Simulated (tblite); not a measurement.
Cl2Sb, charge +1, singlet, geometry from GFN2-xTB; GFN1-xTB run with tblite.

tblite was given this input:
```
$ tblite run mol.xyz --method gfn1 --charge 1 --spin 0 --grad --json tblite.json --no-restart

# file mol.xyz
3

Sb     0.37750143    -0.02033636     0.45805429
Cl     0.77066814     0.35397311    -1.77453146
Cl    -1.90317243    -0.29296404     0.40036859
```

### Question
Write the output that tblite gives for this input, abridged.

### Answer

```
xTB calculator
 | screened Coulomb repulsion
 | Coulomb electrostatics
 |  * isotropic Klopman-Ohno-Mataga-Nishimoto electrostatics
 |  * onsite third-order electrostatics
 | DFT-D3(BJ) dispersion correction

halogen bonding energy    0.0000000000000E+00 Eh
repulsion energy          9.6343812889310E-03 Eh
dispersion energy        -1.2408419841177E-03 Eh
number of electrons       1.8000000000000E+01 e
integral cutoff           4.0000000000000E+01 bohr

------------------------------------------------------------
  cycle        total energy    energy error   density error
------------------------------------------------------------
      1     -10.48421261143  -1.0492606E+01   5.8339112E-01
      2     -10.36647362139   1.1773899E-01   4.2008250E-01
      3     -10.56990298860  -2.0342937E-01   2.9207344E-01
      4     -10.60455561837  -3.4652630E-02   1.8822585E-02
      5     -10.60490197729  -3.4635891E-04   1.7984039E-03
      6     -10.60490340185  -1.4245634E-06   4.7348056E-04
      7     -10.60490355110  -1.4924510E-07   1.1969727E-05
------------------------------------------------------------

electronic energy        -1.0613297090403E+01 Eh
total energy             -1.0604903551098E+01 Eh

Post processing:
 | Mayer-Wiberg bond orders

[Info] Tight-binding results written to 'tblite.txt'
[Info] JSON dump of results written to 'tblite.json'
```
